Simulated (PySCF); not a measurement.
C₇H₁₅Al.
Structure used (PBE0-D3(BJ)/def2-SVP), in Å, numbered top down from 1:
```
atom  x, y, z in Å
C1    -3.5509    0.4320   -0.4339
C2    -2.1840   -0.2097   -0.6091
C3    -1.1407    0.2986    0.3771
C4     0.2294   -0.3506    0.2263
C5     1.2700    0.1198    1.2602
C6     2.6794   -0.3843    0.9162
C7     3.0579   -0.0247   -0.5338
Al8    1.3118   -0.1994   -1.4233
H9    -3.5005    1.5240   -0.5742
H10   -3.9503    0.2506    0.5770
H11   -4.2824    0.0382   -1.1559
H12   -2.2725   -1.3060   -0.5042
H13   -1.8236   -0.0405   -1.6404
H14   -1.5222    0.1444    1.4063
H15   -1.0477    1.3960    0.2688
H16    0.1045   -1.4483    0.3643
H17    0.9913   -0.1892    2.2846
H18    1.2837    1.2271    1.2764
H19    3.4096    0.0038    1.6476
H20    2.6924   -1.4836    1.0336
H21    3.9091   -0.6098   -0.9155
H22    3.3724    1.0366   -0.5907
H23    0.9219   -0.2103   -2.9695
```

Computed with PySCF at PBE0/pcSseg-1, non-relativistic, on one gas-phase PBE0-D3(BJ)/def2-SVP geometry that isn't relaxed in the solvent. The solvent is an IEF-PCM continuum (van der Waals radii × 1.2). The model holds no explicit solvent molecules, cavitation or dispersion.

Gas phase at PBE0/pcSseg-1: HOMO -6.73 eV, LUMO -1.09 eV, dipole 0.13 D.

Question: What does the continuum do to the energy, the frontier levels and the dipole at PBE0/pcSseg-1 in acetonitrile and water?

Answer: 
| solvent | ε | E(solvent) − E(gas) (kJ/mol) | polarisation term (kJ/mol) | distortion of the solute (kJ/mol) | HOMO (eV) | LUMO (eV) | dipole (D) |
| --- | --- | --- | --- | --- | --- | --- | --- |
| acetonitrile | 35.69 | -13.08 | -14.77 | 1.69 | -6.52 | -0.59 | 0.10 |
| water | 78.36 | -13.46 | -15.25 | 1.79 | -6.52 | -0.58 | 0.10 |

Polarisation term: ½ Σ q·V over the induced surface charges. Distortion: the rise of the solute's own energy as its density leaves the gas-phase optimum. From acetonitrile to water the lowering changes by a factor 1.03, Onsager's factor (ε − 1)/(2ε + 1) by 1.02 and ε itself by 2.2.

Question: Which Hirshfeld charges (PBE0/pcSseg-1) respond most in acetonitrile (means over atoms taken as equivalent)?

Answer: 
| atoms | environment | gas (e) | solvent (e) | change |
| --- | --- | --- | --- | --- |
| Al8 | aluminium bonded to 2 C and H | +0.527 | +0.556 | +0.029 |
| H23 | Al–H hydrogen | -0.169 | -0.185 | -0.016 |
| H19 | methylene hydrogen | +0.033 | +0.029 | -0.004 |
| H17 | methylene hydrogen | +0.032 | +0.029 | -0.003 |
| H14 | methylene hydrogen | +0.028 | +0.024 | -0.004 |
| H21 | methylene hydrogen | +0.027 | +0.024 | -0.003 |
| C1 | methyl carbon | -0.115 | -0.117 | -0.002 |
| C4 | sp3 CH carbon | -0.165 | -0.162 | +0.003 |
| H16 | methine hydrogen | +0.022 | +0.024 | +0.002 |
| H15 | methylene hydrogen | +0.028 | +0.030 | +0.002 |
| C6 | ring CH2 carbon | -0.073 | -0.075 | -0.002 |
| C5 | ring CH2 carbon | -0.075 | -0.076 | -0.001 |

Question: How do the nuclear quadrupole coupling constants eQVzz/h respond in acetonitrile?

Answer: 
```json
{"nucleus": "27Al at Al8", "Q (barn)": "0.1466", "gas (MHz)": "51.61", "solvent (MHz)": "50.71", "η gas": "0.14", "η solvent": "0.12"}
```
